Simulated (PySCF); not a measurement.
The dipole of `C=C1C[C@@]1(C)C#N` from its density and from atomic charges.

Coordinates (GFN2-xTB, Å) and charges (e) from the PBE0/pcSseg-1 density (PySCF):

```tsv
atom	x	y	z	Mulliken	IAO	Hirshfeld	ESP-fitted
C1	1.825	-1.176	-0.104	-0.1011	-0.3132	-0.0892	-0.5520
C2	0.818	-0.453	0.308	-0.1734	+0.0197	+0.0053	+0.1899
C3	-0.042	0.030	1.384	-0.0313	-0.2871	-0.0725	-0.4073
C4	-0.286	0.461	-0.067	-0.5111	-0.0282	+0.0241	+0.1148
C5	-1.492	-0.071	-0.816	-0.0988	-0.4089	-0.1045	-0.5060
C6	0.071	1.800	-0.397	+0.2163	+0.1400	+0.0806	+0.3576
N7	0.361	2.876	-0.659	-0.2542	-0.2548	-0.2345	-0.4764
H8	2.111	-1.210	-1.142	+0.1294	+0.1644	+0.0571	+0.2132
H9	2.413	-1.765	0.582	+0.1275	+0.1644	+0.0566	+0.2261
H10	-0.761	-0.646	1.824	+0.1491	+0.1651	+0.0613	+0.1821
H11	0.351	0.765	2.073	+0.1599	+0.1741	+0.0629	+0.1741
H12	-2.379	0.513	-0.572	+0.1346	+0.1545	+0.0503	+0.1603
H13	-1.326	-0.014	-1.890	+0.1356	+0.1578	+0.0518	+0.1605
H14	-1.666	-1.110	-0.545	+0.1173	+0.1522	+0.0507	+0.1631
```

**Question.** Form Σ q r in debye for every column and set it beside the full dipole.

**Answer.** The full density gives (-0.98, -3.98, 1.08) D, 4.23 D in size; dipole vectors point from the negative to the positive end.

| scheme | μx | μy | μz | size (D) | share of the full size (%) | angle to the full dipole (°) |
| --- | --- | --- | --- | --- | --- | --- |
| Mulliken | -1.35 | -3.81 | 1.17 | 4.20 | 99 | 6 |
| IAO | -0.76 | -3.21 | 0.91 | 3.42 | 81 | 1 |
| Hirshfeld | -0.60 | -2.89 | 0.83 | 3.07 | 72 | 2 |
| ESP-fitted | -1.00 | -3.98 | 1.09 | 4.25 | 100 | 0 |

**Question.** Which set comes closest?

**Answer.** Length of the difference vector: ESP-fitted 0.02 D, Mulliken 0.41 D, IAO 0.81 D, Hirshfeld 1.17 D. Closest: ESP-fitted. ESP charges are fitted to the potential around the molecule, whose slowest-falling term is the dipole's. 

**Question.** What is left for the Hirshfeld atoms' own dipoles?

**Answer.** The Hirshfeld atoms' densities add up to the full density, so μ = Σ q r + Σ (atomic dipoles). The atomic dipoles sum to (-0.98, -3.98, 1.08) − (-0.60, -2.89, 0.83) = (-0.38, -1.09, 0.25) D, 1.17 D in size.

**Question.** With the origin at the mean of the coordinates, (0.000, 0.000, -0.002) Å, which are the largest single terms, by size, of the ESP-fitted dipole along the direction of the full one?

**Answer.** N7 +6.75, C6 -3.10, C1 -1.74, H9 +1.35, H10 +1.09 D; all 14 atoms together +4.25 D. The single terms depend on the origin, their sum doesn't.

**Question.** Give the size of the full dipole in other units.

**Answer.** 4.23 D = 1.666 au = 0.881 e·Å = 14.12 × 10⁻³⁰ C·m.

Geometry: GFN2-xTB; no solvent, vibrations or thermal averaging.
